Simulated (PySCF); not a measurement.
**Radial density of Cd²⁺ (cadmium, charge +2)**

UHF, [Kr] 4d9 5s1, high-spin 3D determinant (an excited configuration). Calculation: PySCF 2.14, in aug-cc-pVTZ-PP with one added diffuse shell each of s, p, d, f, g type with ECP28MDF (7s7p6d4f3g, 113 functions); a scalar-relativistic core potential. This is the valence pseudo-density: the core potential removes the inner electrons and smooths the orbitals near the nucleus.

```
r (bohr)  4πr²ρ (e/bohr)  4πr²(ρα − ρβ)
  0.0168       1.968e-05         0.0000
  0.0282       5.028e-05         0.0000
  0.0475       0.0001213         0.0000
  0.0799       0.0004456         0.0000
   0.134        0.004176         0.0003
   0.226         0.06162         0.0048
   0.380           1.314         0.0812
   0.639           13.77         0.6671
    1.08           16.39         0.9138
    1.81           3.477         0.7493
    3.04          0.4243         0.3213
    5.12         0.01454         0.0142
```

Energies and moments cover only the electrons outside the core potential.
